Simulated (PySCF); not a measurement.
# Dipole response of Te³⁺ (tellurium, charge +3)

[Kr] 4d10 5s2 5p1, 2P determinant. Computed with PySCF 2.14 in x2c-QZVPPall with one added diffuse shell each of s, p, d, f type (14s10p8d5f1g, 128 functions), with the spin-free X2C one-electron Hamiltonian (Gaussian nucleus). Coupled (time-dependent) response in atomic units; α is the mean over directions.

```json
{"method": "UHF", "mean α (bohr³)": "11.38", "α xx, yy, zz": "11.68, 10.79, 11.68", "C₆ (like pair)": "61.31", "S(−4)": "39.82"}
{"method": "PBE", "mean α (bohr³)": "10.44", "α xx, yy, zz": "10.56, 10.20, 10.56", "C₆ (like pair)": "55.50", "S(−4)": "31.65"}
```

S(−4) is the Cauchy moment in α(ω) = α(0) + S(−4) ω² + …

Spin-orbit coupling is absent.

α(iu) at PBE:

```json
{"u (hartree)": "0", "α(iu) (bohr³)": "10.44"}
{"u (hartree)": "0.0500", "α(iu) (bohr³)": "10.36"}
{"u (hartree)": "0.100", "α(iu) (bohr³)": "10.14"}
{"u (hartree)": "0.200", "α(iu) (bohr³)": "9.336"}
{"u (hartree)": "0.300", "α(iu) (bohr³)": "8.288"}
{"u (hartree)": "0.500", "α(iu) (bohr³)": "6.249"}
{"u (hartree)": "0.750", "α(iu) (bohr³)": "4.452"}
{"u (hartree)": "1.00", "α(iu) (bohr³)": "3.356"}
{"u (hartree)": "1.50", "α(iu) (bohr³)": "2.197"}
{"u (hartree)": "2.00", "α(iu) (bohr³)": "1.609"}
{"u (hartree)": "3.00", "α(iu) (bohr³)": "1.004"}
{"u (hartree)": "5.00", "α(iu) (bohr³)": "0.5057"}
```

For an ion, C₆ is the dispersion term alone; charge-induced terms of lower order in 1/R come first.

The components differ because the open shell of this determinant is not spherical; for a pure term their mean is the scalar polarisability.
